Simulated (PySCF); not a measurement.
# Structure from 2D NMR

Compound of formula C₅H₃F₄P. Correlations simulated from computed shifts and the bond graph:

HSQC (one-bond C–H):
```tsv
δH	δC
7.35	138.1
6.08	127.0
5.82	127.0
```

COSY cross peaks (H two or three bonds apart, from the bond graph; peaks can be absent where the dihedral angle is near 90°):
```tsv
δH	δH
7.35	6.08
7.35	5.82
6.08	5.82
```

HMBC (two and three bonds, from the bond graph):
```tsv
δH	δC
7.35	227.6, 127.0
6.08	227.6, 138.1
5.82	227.6, 138.1
```

Carbons without hydrogens: δ 227.6, 170.4, 137.4.

PySCF 2.14 calculation with shielding tensors at PBE0/pcSseg-1 (GIAO) and structure optimised with GFN2-xTB; no relativistic terms, one conformer, gas phase.

Chemical shifts δ = σref − σ; ¹H (31.72 ppm), ¹³C (186.93 ppm) vs TMS, all at this level.

Exchangeable hydrogens are left out of these lists.

Which molecule is this?

Answers

`C(/P=C(\C=C)F)(F)=C(F)F`.

Mapped SMILES: `[CH2:1]=[CH:2]/[C:3]([F:4])=[P:5]\[C:6]([F:7])=[C:8]([F:9])[F:10]`. Each H is labelled by its parent atom. Ha(C1) is cis to C3; Hb(C1) is trans to C3.

δC 227.6 is C3, a carbon double-bonded to a heavier main-group atom. δC 170.4 is C8, a fully substituted alkene carbon. δC 138.1 is C2, an alkene CH (δH 7.35). δC 137.4 is C6, a fully substituted alkene carbon. δC 127.0 is C1, a terminal =CH2 carbon (δH 5.82, 6.08). HMBC from δH 7.35 reaches the proton-free carbon C3. HMBC from δH 6.08 reaches the proton-free carbon C3. HMBC from δH 5.82 reaches the proton-free carbon C3. COSY links 7.35–6.08, 7.35–5.82, 6.08–5.82.

The shifts were computed for this structure.

Shifts are as computed. Against solution values, carbons near 30 ppm lie about +3 ppm off and those near 130 ppm about +5 ppm. Of 1211 compounds with measured shifts, 218 miss one by over three times the rms of a fit or turn the order of signals round; such compounds aren't used in these exercises.
